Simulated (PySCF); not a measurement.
Simulation results for CH5BGeN, CH6GeN

Computed with PySCF 2.14.0. Calculation on a computer-drawn molecule: the log of a Hartree-Fock and frozen-core CCSD(T) single point meant for a local Hartree-Fock minimum, with one planted fault or none, to be diagnosed. Offsets are logged minus clean, where the clean run is the same molecule without the fault. The reference is restricted for singlets and unrestricted otherwise, and also for a bond in bohr or an excited solution. Adding or removing an electron swaps singlet and doublet. The excited solution moves the top pair (singlet) or top alpha electron (doublet) to the lowest empty orbital. Highest occupied and lowest empty are orbital energies over both spins, largest force is the largest gradient component, triples share is (T) over the correlation energy, the T1 limit is 0.02 restricted and 0.045 unrestricted, electrons count all cores, a negative frequency is imaginary (commonest isotopes), and the dipole is about the centre of nuclear charge; on germanium a core potential holds 10 electrons, which the energies leave out, and 3d is frozen in MP2 and coupled-cluster steps.

Common to all runs: meant charge 1; meant multiplicity 1; meant basis cc-pVDZ; meant basis and core potential on germanium cc-pVDZ-PP ECP10MDF; logged SCF converged yes; logged CC converged yes; logged SCF stable within its kind yes; possible faults no fault, one electron removed, one electron added, multiplicity raised by two, geometry at a saddle point, SCF held on an excited solution, minimal basis STO-3G, one bond length entered in bohr, all coordinates scaled.

(1) 
```xyz
9
formula=CH5BGeN logged_electrons=54 logged_basis_functions=90 logged_spin_squared=2.0205 logged_highest_occupied=-12.609 logged_lowest_empty=-6.8767 logged_largest_force=0.15952 logged_T1_diagnostic=0.013362 logged_D1_diagnostic=0.043693 logged_triples_share=0.028653 logged_dipole_magnitude=5.8353 logged_energy_HF=-412.94778 logged_energy_CCSD(T)=-413.41749
C     -1.1547    -3.4913     0.7126
Ge    -1.3024    -1.8446     1.6855
B     -0.2375    -0.1832     1.2504
N      0.4090     0.8086     0.9782
H     -2.1463    -3.7535     0.3338
H     -0.8433    -4.2712     1.4131
H     -0.4418    -3.4036    -0.1042
H     -2.2690    -1.7747     2.8508
H      0.9342     1.6220     0.7614
```

Units: logged_highest_occupied, logged_lowest_empty in eV; logged_largest_force in hartree/bohr; logged_dipole_magnitude in debye; logged_energy_HF, logged_energy_CCSD(T) in hartree.

Drawn bonds:
```
atom  other atom  order
   1           2      1
   2           3      1
   3           4      2
   1           5      1
   1           6      1
   1           7      1
   2           8      1
   4           9      1
```

(2) 
```xyz
9
formula=CH6GeN logged_electrons=50 logged_basis_functions=81 logged_spin_squared=0 logged_highest_occupied=-17.414 logged_lowest_empty=-3.942 logged_largest_force=2.654e-05 logged_lowest_frequency=73.568 logged_T1_diagnostic=0.016289 logged_D1_diagnostic=0.061725 logged_triples_share=0.027587 logged_dipole_magnitude=0.33577 logged_energy_HF=-388.95917 logged_energy_CCSD(T)=-389.40871
C     -1.2584    -0.9420     0.1087
Ge    -0.1449     0.3674     0.9542
N      1.2726    -0.1068     1.8317
H     -2.2622    -0.8681     0.5312
H     -0.8549    -1.9406     0.2659
H     -1.3098    -0.7172    -0.9582
H     -0.3836     1.8573     0.9383
H      1.5712    -1.0608     1.9364
H      1.8807     0.5508     2.2885
```

Units: logged_highest_occupied, logged_lowest_empty in eV; logged_largest_force in hartree/bohr; logged_lowest_frequency in cm⁻¹; logged_dipole_magnitude in debye; logged_energy_HF, logged_energy_CCSD(T) in hartree.

Drawn bonds:
```
atom  other atom  order
   1           2      1
   2           3      1
   1           4      1
   1           5      1
   1           6      1
   2           7      1
   3           8      1
   3           9      1
```

Question: CH5BGeN (entry 1): planted fault?
Answer: multiplicity raised by two

Question: Give the missing planted fault for CH6GeN (entry 2).
Answer: no fault

Further results for CH5BGeN (entry 1):

```
HF energy offset from clean run      : 52.64 kcal/mol
CCSD(T) energy offset from clean run : 83.46 kcal/mol
```

Further results for CH6GeN (entry 2):

```
HF energy offset from clean run      : 0 kcal/mol
CCSD(T) energy offset from clean run : 0 kcal/mol
```
